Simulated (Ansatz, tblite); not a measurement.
Isomers of Sn4Ge⁻ (doublet), found by a short tight-binding search and relaxed with r2SCAN-D4/def2-SVPD in Ansatz.

In the def2 sets Sn takes a core potential; there is no spin–orbit coupling. The xTB rows come from tblite.

Run but left out: HF/def2-TZVPD, MP2/def2-TZVPD (B: ⟨S²⟩ 1.32, where a pure state has 0.75).

Other spin states were run for one of them alone.

A:

```xyz
5

Ge    1.3306   -0.1151   -0.6181
Sn   -0.1766    1.9713   -1.1784
Sn   -0.1908    0.8622    1.6119
Sn   -1.4672   -0.7188   -0.8417
Sn    0.5040   -1.9996    1.0263
```

B:

```xyz
5

Ge    0.0588   -1.0552    0.2849
Sn    1.0703    1.6471    0.4088
Sn    0.8181   -0.1810    2.6050
Sn   -1.3099    1.0874   -1.1276
Sn   -0.6373   -1.4983   -2.1711
```

C:

```
atom    x (Å)    y (Å)    z (Å)
 Ge1   0.5524   2.0036  -0.6218
 Sn2  -0.4802  -0.2806  -1.5924
 Sn3   1.7659  -0.3201   0.4776
 Sn4  -1.0975   0.7298   1.1796
 Sn5  -0.7405  -2.1326   0.5570
```

**Question.** Estimate which lies lowest at each level, and how far above it the others are (kcal/mol).

**Answer.** 
| level | A | B | C |
| --- | --- | --- | --- |
| GFN2-xTB | 0.0 | 16.7 | 8.9 |
| PBE-D4/def2-TZVPD | 0.0 | 17.3 | 5.4 |
| r2SCAN-D4/def2-TZVPD | 0.0 | 18.8 | 5.9 |
| r2SCANh-D4/def2-TZVPD | 0.0 | 19.7 | 6.0 |
| PBE0-D4/def2-TZVPD | 0.0 | 20.2 | 5.7 |
| r2SCAN0-D4/def2-TZVPD | 0.0 | 21.0 | 6.1 |
Point groups (tolerance 0.1 Å): A C2v, B not assigned, C not assigned. Lower isomers may exist.
